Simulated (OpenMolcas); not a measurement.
# Computed transition rates of P

- Program: OpenMolcas 26.06
- Method: SS-CASPT2, IPEA 0.25 Eh, imaginary shift 0.1 Eh (closed shells correlated: 2s 2p)
- Basis: ANO-R3 [6s5p4d2f1g]
- Scalar Hamiltonian: X2C, finite nucleus
- Active space: 5 electrons in 4 orbitals (3s 3p)
- State averaging: 2S+1 = 4 odd, 1 root; 2S+1 = 2 odd, 8 roots; 2S+1 = 4 even, 3 roots
- Spin-orbit coupling: RASSI with atomic mean-field integrals over the reference wave functions, term energies averaged over their components

Rates come from the transition moments of the reference wave functions (E1 and E2 in the length form). At fixed line strength A goes as λ^-3 for E1 and M1 and as λ^-5 for E2, so a rate at the computed wavelength can be rescaled to the measured one. Measured vacuum wavelengths follow from level energies in NIST Handbook of Basic Atomic Spectroscopic Data. Branching counts decays inside the model space alone, at computed energies, and the table is only a selection of the E2 and M1 lines, drawn from those between levels with measured partners whose computed energy lies within a factor of 1.5 of the measured one.

```json
{"Upper": "3s2 3p3 2P* 3/2", "Lower": "3s2 3p3 2D* 5/2", "Type": "E2", "λ computed (nm)": "1373", "λ measured (nm)": "1357", "A computed (s-1)": "8.33e-02", "A rescaled (s-1)": "8.83e-02", "Branching %": "45.6"}
{"Upper": "3s2 3p3 2P* 1/2", "Lower": "3s2 3p3 2D* 3/2", "Type": "E2", "λ computed (nm)": "1372", "λ measured (nm)": "1358", "A computed (s-1)": "7.19e-02", "A rescaled (s-1)": "7.57e-02", "Branching %": "49.6"}
{"Upper": "3s2 3p3 2P* 1/2", "Lower": "3s2 3p3 2D* 5/2", "Type": "E2", "λ computed (nm)": "1373", "λ measured (nm)": "1361", "A computed (s-1)": "4.76e-02", "A rescaled (s-1)": "4.97e-02", "Branching %": "32.9"}
{"Upper": "3s2 3p3 2P* 3/2", "Lower": "3s2 3p3 4S* 3/2", "Type": "M1", "λ computed (nm)": "525.9", "λ measured (nm)": "533.4", "A computed (s-1)": "4.31e-02", "A rescaled (s-1)": "", "Branching %": "23.6"}
{"Upper": "3s2 3p3 2P* 3/2", "Lower": "3s2 3p3 2D* 3/2", "Type": "E2", "λ computed (nm)": "1371", "λ measured (nm)": "1354", "A computed (s-1)": "3.58e-02", "A rescaled (s-1)": "3.81e-02", "Branching %": "19.6"}
{"Upper": "3s2 3p3 2P* 1/2", "Lower": "3s2 3p3 4S* 3/2", "Type": "M1", "λ computed (nm)": "526", "λ measured (nm)": "534.1", "A computed (s-1)": "1.73e-02", "A rescaled (s-1)": "", "Branching %": "11.9"}
{"Upper": "3s2 3p3 2P* 3/2", "Lower": "3s2 3p3 2D* 3/2", "Type": "M1", "λ computed (nm)": "1371", "λ measured (nm)": "1354", "A computed (s-1)": "1.31e-02", "A rescaled (s-1)": "", "Branching %": "7.2"}
{"Upper": "3s2 3p3 2P* 1/2", "Lower": "3s2 3p3 2D* 3/2", "Type": "M1", "λ computed (nm)": "1372", "λ measured (nm)": "1358", "A computed (s-1)": "8.18e-03", "A rescaled (s-1)": "", "Branching %": "5.6"}
{"Upper": "3s2 3p3 2P* 3/2", "Lower": "3s2 3p3 2D* 5/2", "Type": "M1", "λ computed (nm)": "1373", "λ measured (nm)": "1357", "A computed (s-1)": "7.34e-03", "A rescaled (s-1)": "", "Branching %": "4.0"}
{"Upper": "3s2 3p3 2D* 5/2", "Lower": "3s2 3p3 4S* 3/2", "Type": "E2", "λ computed (nm)": "852.5", "λ measured (nm)": "879", "A computed (s-1)": "8.40e-05", "A rescaled (s-1)": "", "Branching %": "98.7"}
{"Upper": "3s2 3p3 2D* 3/2", "Lower": "3s2 3p3 4S* 3/2", "Type": "E2", "λ computed (nm)": "853.1", "λ measured (nm)": "880.2", "A computed (s-1)": "5.37e-05", "A rescaled (s-1)": "", "Branching %": "50.3"}
{"Upper": "3s2 3p3 2D* 3/2", "Lower": "3s2 3p3 4S* 3/2", "Type": "M1", "λ computed (nm)": "853.1", "λ measured (nm)": "880.2", "A computed (s-1)": "5.31e-05", "A rescaled (s-1)": "", "Branching %": "49.7"}
```

Spin-changing lines and M1 lines between different terms are not rescaled, since their strength hangs on the term gaps too.

The largest correction is for 3s2 3p3 2P* 3/2 → 3s2 3p3 2D* 3/2 (E2): 3.58e-02 × (1371 / 1354)^5 = 3.81e-02 s-1, a factor of 1.06.

No measured rate stands beside these. Rescaling mends the energy factor alone: line strengths can still be far off where a level mixes with configurations outside the active space, and weak or spin-changing lines hang on small mixing coefficients that depend on the term gaps too, so rescaling need not improve them.

Term energies are means over components that CASPT2 splits; among the terms shown or strongly mixed into the levels shown the widest spread is 130 cm-1 (3s2 3p3 2D*). Measured partners are found by configuration, term and J. A level has none where our copy of the source lacks it or the pairing is in doubt (some pairs that miss far off the trend of their configuration count as doubtful). Only configurations of the active space appear.

* marks odd parity.
